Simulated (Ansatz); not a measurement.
`CCB(C)N` + H₂ → `CB(C)N` + CH₄ at 600 K and 1 bar (hydrogenolysis of a C–C bond).

Gas-phase electronic energies from Ansatz, PBE0-D4/def2-TZVP geometries. CCSD(T)/CBS adds triple-zeta CCSD(T) − MP2 to the extrapolated MP2 energy (def2 sets, frozen cores). This one scheme is used for every species. Each species was taken in one conformer, which may not be the lowest.

```json
{"species": "`CCB(C)N`", "CCSD(T)/CBS energy (Eh)": "-199.74658", "H − E (kJ/mol)": "421.3", "S (J/(mol·K))": "451.6"}
{"species": "H₂", "CCSD(T)/CBS energy (Eh)": "-1.17544", "H − E (kJ/mol)": "43.9", "S (J/(mol·K))": "150.8"}
{"species": "`CB(C)N`", "CCSD(T)/CBS energy (Eh)": "-160.48988", "H − E (kJ/mol)": "333.2", "S (J/(mol·K))": "398.9"}
{"species": "CH₄", "CCSD(T)/CBS energy (Eh)": "-40.46206", "H − E (kJ/mol)": "140.4", "S (J/(mol·K))": "215.7"}
```

H − E and S are ideal-gas, rigid-rotor, harmonic terms from PBE0-D4/def2-TZVP, for one conformer and one mirror image of each species. For small species the MP2-based limit differs from directly extrapolated CCSD(T) by up to some mEh (0.8 for H₂); such offsets cancel only in part. 1 Eh = 2625.50 kJ/mol, R = 8.31446 J/(mol·K).

**Question.** By hand: ΔE, ΔH, ΔS and ΔG.

**Answer.** ΔE = (-160.48988) + (-40.46206) − (-199.74658) − (-1.17544) = -0.02992 Eh = -78.6 kJ/mol. Δ(H − E) = 333.2 + 140.4 − 421.3 − 43.9 = 8.4, so ΔH = -70.2 kJ/mol. ΔS = 398.9 + 215.7 − 451.6 − 150.8 = 12.2 J/(mol·K). ΔG = -70.2 − 600 × (12.2)/1000 = -77.5 kJ/mol.

**Question.** By hand: the equilibrium constant, and the temperature at which ΔG would vanish if ΔH and ΔS stayed fixed.

**Answer.** log₁₀ K = −ΔG/(RT ln 10) = 6.7. ΔH and −TΔS have one sign here, so there is no such temperature.

The number of gas molecules stays the same, so ΔS is small and ΔH decides. A doubt of 5 kJ/mol in ΔE shifts log₁₀ K by 0.4 here. Other conformers and mirror images would add mixing entropy, several J/(mol·K) or more a flexible species. Modes under 60 cm⁻¹, often nearly free rotors, make the harmonic entropy too high. These are equilibria of isolated gas molecules and say nothing of rates. Largest T1 diagnostic: 0.010 (customary marks: 0.02 for closed shells, 0.045 for open ones).

ΔS is within the doubt of such terms, so its sign, and with it that verdict, could turn.
